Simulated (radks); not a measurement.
The numbers below are computed, except where a source is named.
Question: Ionisation of F2+, [He] 2s2 2p3, to F3+, [He] 2s2 2p2, under several functionals. Scalar-relativistic Kohn-Sham, spin-polarised, spherical densities, finite nucleus; open shells are filled with parallel spins first; a radial shooting solver on a logarithmic mesh with Libxc functionals. The NIST Atomic Spectra Database gives 62.708 eV (semi-empirical). Rank these functionals by the error of their Delta-SCF ionisation energy: XLYP; LDA (Slater exchange, Perdew-Zunger correlation); PW91; PBEsol; LDA (Slater exchange, VWN5 correlation); exchange-only PBE; MS2 meta-GGA; AM05; PBE; exchange-only r2SCAN.

Answer: From best to worst: AM05 62.977 eV (+0.269); PBEsol 62.993 eV (+0.285); LDA (Slater exchange, Perdew-Zunger correlation) 63.058 eV (+0.351); XLYP 63.086 eV (+0.378); exchange-only PBE 62.328 eV (-0.380); PBE 63.118 eV (+0.410); LDA (Slater exchange, VWN5 correlation) 63.151 eV (+0.443); PW91 63.268 eV (+0.560); exchange-only r2SCAN 63.540 eV (+0.832); MS2 meta-GGA 63.638 eV (+0.930). Open shells are spherical and high-spin; term and fine-structure splittings are not resolved.
